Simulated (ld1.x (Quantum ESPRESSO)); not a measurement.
## Before and after: ultrasoft potential for nitrogen

nitrogen (N), ultrasoft, made with ld1.x (Quantum ESPRESSO) 7.5 (Wu–Cohen, scalar-relativistic). Core [He], reference 2s2 2p3. Waves: 2s (bound): rcut 0.60, rcutus 0.70 bohr; 2s channel at -0.25 Ry: rcut 0.60, rcutus 0.70 bohr; 2p (bound): rcut 1.70, rcutus 2.10 bohr; 2p channel at 0.45 Ry: rcut 1.70, rcutus 2.10 bohr; 3d channel at 0.1 Ry: rcut 1.60, rcutus 1.70 bohr. Local part: all-electron potential smoothed inside 1.10 bohr (lloc = -2). Core correction: a·sin(br)/r model core inside 0.50 bohr. Augmentation charge: PSQ, radius 0.60 bohr.

Change: all radii but the core radius scaled by about 1.26 (s 0.88, p 2.64, d 2.14 bohr, rcut 0.76/2.14/2.02); local potential all-electron potential smoothed inside 1.38 bohr (lloc = -2); augmentation PSQ, radius 0.76 bohr.

Cutoffs: the cutoffs (Ry, on a coarse ladder) from which the occupation-weighted sum of valence levels, in a spherical-Bessel basis at the reference potential, stays within 10 and 1 mRy of its value at 400 Ry; they do not see the model core or the augmentation charge, which bear on the density cutoff. Errors are all-electron minus pseudo energies relative to the spin-unpolarised reference configuration.

What does the change do?

The potential gets softer (70 Ry and 90 Ry → 40 Ry and 50 Ry); the number of tests that count goes from 7 to 0 (the test run of the changed file stopped, so its transferability is not established); neither file shows a bound ghost at the reference potential, the only one tested. A larger radius leaves more room for a smooth pseudo-wave, so fewer plane waves are needed.

| quantity | base | changed |
| --- | --- | --- |
| cutoff, loose | 70 Ry | 40 Ry |
| cutoff, tight | 90 Ry | 50 Ry |
| loose cutoff by channel (10 mRy a level) | s 60 Ry, p 12 Ry | s 35 Ry, p 6 Ry |
| bound ghosts | none | none |
| tests counted (converged, no solver errors) | 7 of 7 | 0 of 7 (the test run stopped) |
| lowest overlap eigenvalue by channel | s 0.67, p 0.53, d 0.87 | s 0.56, p 0.17, d 0.95 |

Changed file: Tests not counted: 2s2 2p2 (solver errors, printed error -127 eV).
